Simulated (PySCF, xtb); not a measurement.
C3H5FOSi, SMILES F[SiH2]C1=COC1. Other conformers were not sampled.

Harmonic wavenumbers (cm⁻¹) from GFN2-xTB (xtb) at its own minimum, in rising order: 39, 115, 171, 267, 426, 504, 521, 559, 721, 780, 810, 819, 943, 953, 1006, 1044, 1072, 1129, 1210, 1257, 1431, 1631, 2297, 2323, 2995, 3003, 3142.

Task: What does B3LYP-D3(BJ)/def2-SVP (PySCF) give at its own minimum? (The exact figures need the calculation; the answer reports its results.)

Result: 38, 109, 169, 329, 450, 498, 662, 710, 857, 900, 909, 933, 959, 990, 995, 1065, 1118, 1162, 1234, 1324, 1460, 1640, 2226, 2235, 3067, 3139, 3217. Paired by order, the mean absolute difference is 59 cm⁻¹ and the zero-point energies are 44.6 and 46.3 kcal/mol.
